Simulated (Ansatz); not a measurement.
Cl2I, SMILES Cl[I-]Cl, charge -1.

The structure is a stationary point at B3LYP-D3(BJ)/def2-SVPD. The def2 effective core potentials stand for the cores of I; spin–orbit coupling is left out.

Two levels are set side by side: PBE/def2-SVPD (Ansatz, an electronic-structure program) and PBE0/def2-SVPD (Ansatz). Energy differences of separate SCF runs at the same geometry; the states with an electron removed or added have multiplicity 2. Differences are taken from unrounded values.

```json
[
 {"quantity": "vertical ionisation energy (eV)", "PBE": "4.46"},
 {"quantity": "vertical singlet–triplet gap (eV)", "PBE": "2.39"}
]
```

Q: These are the PBE values. What does PBE0 give? (An estimate is asked for; the answer gives what the named calculation found.)

A: 
```csv
quantity,PBE0,PBE minus PBE0
vertical ionisation energy (eV),4.91,-0.45
vertical singlet–triplet gap (eV),2.52,-0.14
```
